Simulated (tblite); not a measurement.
Species: C5H9OP.
Cartesian coordinates in Å at the GFN2-xTB level; atoms count from 1:
```xyz
16
C5H9OP angstrom
C      2.7888   -1.0809    0.1658
C      1.7717   -0.3263    0.5461
P      0.5740    0.2029   -0.7005
O      0.8730   -0.2402   -2.0619
C     -1.0580   -0.2798   -0.0738
C     -1.6552    0.4943    1.0600
C     -2.1853    0.6803   -0.3219
H      3.5414   -1.4477    0.8452
H      2.8862   -1.3519   -0.8744
H      1.6131   -0.0225    1.5704
H      0.5333    1.5915   -0.5407
H     -1.2558   -1.3430   -0.1542
H     -1.0682    1.2927    1.4914
H     -2.2578   -0.0401    1.7790
H     -3.1562    0.2782   -0.5680
H     -1.9526    1.6014   -0.8386
```

Method: GFN2-xTB as coded in tblite; computed harmonic values from a numerical Hessian at the method's own geometry, unscaled. Against measured fundamentals such values can be off by several per cent, at times by over 20. Modes of hydrogen on phosphorus can be 10 to 20 % off. One conformer, not necessarily the lowest.

Harmonic wavenumbers (cm⁻¹): 56.1, 80.3, 136.4, 203.2, 222.3, 283.5, 365.0, 451.7, 539.9, 680.5, 733.0, 804.6, 828.1, 878.0, 912.6, 929.0, 969.5, 983.6, 990.2, 1012.9, 1026.8, 1067.5, 1069.7, 1081.7, 1146.6, 1197.4, 1227.9, 1282.9, 1336.7, 1377.2, 1433.5, 1481.8, 1658.9, 2252.0, 3021.4, 3064.0, 3067.6, 3074.7, 3081.2, 3091.3, 3103.5, 3112.5.

A = 4346, B = 1491, C = 1201 MHz; mass 116.039 u (most abundant isotopes); point group C1, symmetry number 1.

Task: Zero-point energy?

Result: Half the sum of the wavenumbers: 27659 cm⁻¹ = 330.87 kJ/mol.

Task: Give the ideal-gas entropy at 298.15 K and 1 bar in the rigid-rotor, harmonic-oscillator model (classical rotation).

Result: Translation 168.14, rotation 117.63, vibration 90.63: S = 376.4 J/(mol K).

Task: And Cp and H(298.15 K) − H(0)?

Result: Cp = 132.43 J/(mol K), of which vibrations give 99.17 (their classical limit is 42 R = 349.2); H(298.15 K) − H(0) = 24.31 kJ/mol without the zero-point energy, 14.40 from vibrations.

Task: How do the functions run with temperature in this model?

Result: 
| T (K) | S (J/(mol K)) | Cp (J/(mol K)) | H − H(0) (kJ/mol) | G − H(0) (kJ/mol) | ln q(vib) |
| --- | --- | --- | --- | --- | --- |
| 150 | 305.7 | 81.7 | 8.65 | -37.21 | 2.22 |
| 250 | 354.7 | 114.3 | 18.38 | -70.31 | 4.16 |
| 400 | 420.6 | 169.6 | 39.73 | -128.52 | 7.10 |
| 600 | 500.8 | 225.5 | 79.64 | -220.82 | 11.10 |
| 900 | 602.9 | 277.0 | 155.71 | -386.88 | 16.91 |

q(vib) and H(0) count from the zero-point level.

Task: Which modes carry the vibrational entropy at 298.15 K?

Result: 56.1 cm⁻¹: 19.20; 80.3 cm⁻¹: 16.25; 136.4 cm⁻¹: 11.94; 203.2 cm⁻¹: 8.80; 222.3 cm⁻¹: 8.12; 283.5 cm⁻¹: 6.33 J/(mol K); the other 36 give 19.99 together.

Hindered rotation and anharmonicity are outside this model. Other conformers, if any are populated, would add a mixing term that is left out. The structure is chiral; the term R ln 2 for an equal mix with its mirror image is left out.
